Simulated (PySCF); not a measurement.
Compound: C7H8BN.
Numbering: `[BH3-:1][n+:2]1[cH:3][cH:4][cH:5][cH:6][c:7]1[C:8]#[CH:9]` (hydrogens: H10, H11, H12 on B1; H13 on C3; H14 on C4; H15 on C5; H16 on C6; H17 on C9)

Structure used (GFN2-xTB), in Å, numbered top down from 1:
```
atom  x, y, z in Å
B1    -1.759    1.168    0.063
N2    -0.315    0.612   -0.109
C3     0.668    1.381   -0.567
C4     1.963    0.932   -0.736
C5     2.266   -0.384   -0.416
C6     1.249   -1.190    0.062
C7    -0.034   -0.664    0.204
C8    -1.069   -1.494    0.693
C9    -1.882   -2.271    1.114
H10   -2.037    1.028    1.218
H11   -1.762    2.311   -0.276
H12   -2.466    0.482   -0.615
H13    0.390    2.397   -0.803
H14    2.719    1.603   -1.112
H15    3.267   -0.769   -0.535
H16    1.424   -2.221    0.327
H17   -2.631   -2.909    1.479
```

PySCF closed-shell single points with density fitting, gas phase. The input was altered on purpose; the results of an altered input aren't properties of the species above.

Problem. What comes out at BLYP/SBKJC-VDZ with: start guess 1e, at most 51 cycles, bond B1–N2 scaled by 1.3?

Solution. E = -56.3752 Eh; HOMO -5.64 eV, LUMO -2.19 eV (gap 3.45 eV), in 20 cycles. The distance B1···N2 goes from 1.557 to 2.024 Å. Only N2 was moved, along that bond; its nearest neighbour is now C3 at 1.159 Å. With bonds stretched this far the closed-shell solution need not be the lowest.

Coordinates of the altered input:
```
atom  x, y, z in Å
B1    -1.7588    1.1683    0.0632
N2     0.1183    0.4455   -0.1603
C3     0.6681    1.3809   -0.5667
C4     1.9634    0.9322   -0.7364
C5     2.2664   -0.3842   -0.4155
C6     1.2489   -1.1902    0.0616
C7    -0.0338   -0.6639    0.2039
C8    -1.0686   -1.4943    0.6929
C9    -1.8821   -2.2712    1.1138
H10   -2.0372    1.0277    1.2181
H11   -1.7618    2.3114   -0.2762
H12   -2.4664    0.4824   -0.6150
H13    0.3904    2.3966   -0.8034
H14    2.7191    1.6031   -1.1121
H15    3.2671   -0.7691   -0.5351
H16    1.4244   -2.2211    0.3270
H17   -2.6313   -2.9090    1.4788
```

Problem. What comes out at KT3/pcSseg-1 with: at most 65 cycles, charge set to -2?

Solution. E = -356.6470 Eh; HOMO 7.45 eV, LUMO 7.77 eV (gap 0.32 eV), in 16 cycles. The system has 64 electrons in place of 62. The HOMO energy is positive; such an orbital is held in place by the finite basis.

The SCF part of the output:
```
final grid: 143632 points
cycle   1  E = -356.3563621522  dE =  1.697e+00  |g| = 9.147e-01  |ddm| = 4.330e+00
cycle   2  E = -354.8612839403  dE =  1.495e+00  |g| = 2.101e+00  |ddm| = 1.425e+02
cycle   3  E = -356.2247460873  dE = -1.363e+00  |g| = 1.025e+00  |ddm| = 1.423e+02
cycle   4  E = -356.6159027813  dE = -3.912e-01  |g| = 3.237e-01  |ddm| = 2.766e+00
cycle   5  E = -356.6251698188  dE = -9.267e-03  |g| = 2.351e-01  |ddm| = 1.346e+00
cycle   6  E = -356.6249062099  dE =  2.636e-04  |g| = 2.520e-01  |ddm| = 1.643e+00
cycle   7  E = -356.6452566402  dE = -2.035e-02  |g| = 6.739e-02  |ddm| = 7.001e-01
cycle   8  E = -356.6464993901  dE = -1.243e-03  |g| = 4.136e-02  |ddm| = 2.196e-01
cycle   9  E = -356.6469352175  dE = -4.358e-04  |g| = 1.998e-02  |ddm| = 1.038e-01
cycle  10  E = -356.6470250323  dE = -8.981e-05  |g| = 6.887e-03  |ddm| = 3.606e-02
cycle  11  E = -356.6470426280  dE = -1.760e-05  |g| = 2.811e-03  |ddm| = 2.274e-02
cycle  12  E = -356.6470439570  dE = -1.329e-06  |g| = 1.471e-03  |ddm| = 4.784e-03
cycle  13  E = -356.6470446936  dE = -7.367e-07  |g| = 5.052e-04  |ddm| = 3.852e-03
cycle  14  E = -356.6470447787  dE = -8.509e-08  |g| = 1.479e-04  |ddm| = 1.270e-03
cycle  15  E = -356.6470447847  dE = -5.988e-09  |g| = 3.336e-05  |ddm| = 3.083e-04
cycle  16  E = -356.6470447850  dE = -3.325e-10  |g| = 1.399e-05  |ddm| = 7.566e-05
converged SCF energy = -356.6470447850
```
